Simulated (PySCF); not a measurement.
**Static response to an electric field**

C₇H₇P.
Cartesian coordinates in Å at the GFN2-xTB level; atoms count from 1:
```
atom  x, y, z in Å
C1     2.7721   -0.2022   -0.1103
C2     1.5998   -0.6636    0.3070
C3     0.2792   -0.0952    0.0396
C4    -0.8238   -0.7571    0.5864
C5    -2.1313   -0.3396    0.4183
C6    -2.4905    0.7770   -0.3075
P7    -1.3763    1.8284   -1.1191
C8     0.1190    1.0537   -0.7257
H9     2.8731    0.6813   -0.7171
H10    3.6908   -0.7021    0.1457
H11    1.5807   -1.5599    0.9160
H12   -0.6440   -1.6469    1.1746
H13   -2.9158   -0.9240    0.8835
H14   -3.5410    1.0281   -0.3852
H15    1.0036    1.5302   -1.1280
```

Level: B3LYP/def2-SVPD (PySCF), static field, nuclei fixed, core orbitals frozen in the response. The polarisability tensor in these axes (au):

```
x   151.31 -10.95  -0.43
y   -10.95 100.56 -24.68
z    -0.43 -24.68  79.53
```

Diagonalise the tensor; give its mean and Δα, where Δα² is half the sum of the squared differences of the eigenvalues.

Principal values 62.75, 114.75 and 153.90 au; mean 110.47 au = 16.37 Å³ = 18.21 × 10⁻⁴⁰ C²·m²/J; Δα = 79.20 au (72 % of the mean).

What is the dipole moment, and where does it point?

(0.32, -1.29, 0.85) D, 1.58 D in size, pointing from the negative to the positive side. Measured along this direction, the outermost atoms are P7 at the negative end and H11 at the positive end.

What depolarisation ratio follows for Rayleigh scattering of linearly polarised light, taking the static tensor?

ρ = 3Δα²/(45ᾱ² + 4Δα²) = 18820.1/(549148 + 25093.5) = 0.0328.

In a dilute gas of rigid molecules at 298 K, how does the orientational term μ²/3kT compare with the electronic polarisability?

In Gaussian units μ²/3kT = 20.11 Å³ against 16.37 Å³, a ratio of 1.23; the Debye molar polarisation (4π/3)N_A(α + μ²/3kT) is 92.0 cm³/mol, leaving out the vibrational part.

In TDDFT the mean static polarisability is Σ f/ω² over all singlet excitations (ω in hartree). How much of it do the 8 lowest give? Their energies (eV) and oscillator strengths: 4.24, 0.0123; 4.77, 0.2495; 4.79, 0.0004; 4.97, 0.0157; 5.13, 0.0866; 5.44, 0.4771; 6.22, 0.0149; 6.25, 0.0001.

They add up to 23.76 au, 21.5 % of the 110.47 au; the largest single term is 11.94 au, from the state at 5.44 eV. Terms in order: 0.51, 8.11, 0.01, 0.47, 2.43, 11.94, 0.28, 0.00 au. Higher excitations give the rest. The strengths listed sum to 0.857.

Find the Langevin capture rate constant for NH4+ (18.034 u) meeting this molecule (122.029 u), k = 2.342 × 10⁻⁹ cm³/s × √(α in Å³ / reduced mass in u).

The reduced mass is 15.71 u, so k = 2.39 × 10⁻⁹ cm³/s. The formula leaves out the permanent dipole, which adds to the capture rate.

What would n − 1 = 2πNα be for an ideal gas of these molecules at 400 K and 1 atm, electronic part alone?

N = p/kT = 1.8347 × 10¹⁹ cm⁻³, so n − 1 = 2π × N × 16.37 × 10⁻²⁴ cm³ = 1887 × 10⁻⁶ at long wavelengths, for an ideal gas.

One conformer (not necessarily the lowest) at the GFN2-xTB geometry, without solvent, vibrations or thermal averaging. GFN2-xTB frequencies show an imaginary mode (46i cm⁻¹), so this geometry is no minimum at that level.
